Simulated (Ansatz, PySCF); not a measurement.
Pulling on the Sn1–H2 bond in BrHSn (SMILES [Br][SnH]) (multiplicity 1 held, fragments rigid). Energies count from the point at 1.785 Å.
Geometry at that point (charge 0, multiplicity 1):
```csv
atom,x (Å),y (Å),z (Å)
Sn,-0.5796,-0.4836,0.7118
H,-1.7346,-1.0560,-0.5227
Br,0.8776,0.7210,-1.0019
```

R- and RO- levels are restricted; in cc, def2 and unpolarised 6-31G sets they are followed outwards from rest. Active spaces are followed from a long bond inwards. Left out are points that failed, MP2 points that dive below the minimum, coupled-cluster points behind a jump of the amplitudes or a sharp parting from full CI or MRCI, small-basis points behind a change of solution, and semi-empirical points at long bonds. Levels need not reach the same state.

Cores are frozen in the correlated methods. Filled d and f shells under p-block atoms count as core. Rows in LANL2DZ carry no dispersion term and start afresh at each structure. LANL2DZ brings its own core potentials from Na on.

Programs: Ansatz (Gaussian orbitals); PySCF for LANL2DZ rows.  In def2 rows elements past Kr take small-core potentials, without spin–orbit coupling.

Energies in kcal/mol.

```
R (Å)  R-PBE/def2-TZVPP  R-BP86/LANL2DZ  R-MP2/def2-TZVPP  FIC-MRCISD+Q on CASSCF(2,2)/def2-TZVPP
-----  ----------------  --------------  ----------------  --------------------------------------
1.428              26.8            27.3              26.1                                    26.8
1.606               5.4             5.9               4.6                                     5.0
1.785               0.0             0.0               0.0                                     0.0
1.963               2.5             2.2               3.9                                     3.3
2.142               8.7             8.5              11.8                                    10.4
2.410              20.7            20.8              26.3                                    23.2
2.677              32.8            33.6              40.9                                    35.3
3.123              50.1            52.0              61.8                                    50.4
3.570              62.8            65.6              77.3                                    58.6
4.105              73.0            76.5              88.9                                    62.4
4.819              80.7        left out              94.4                                    63.6
5.712              85.1        left out              89.9                                    63.9
```

Doubts at one or more of the structures used: a restricted determinant that unrestricted orbitals would lower (R-PBE/def2-TZVPP, R-BP86/LANL2DZ, R-MP2/def2-TZVPP).

Ansatz is an electronic-structure program.
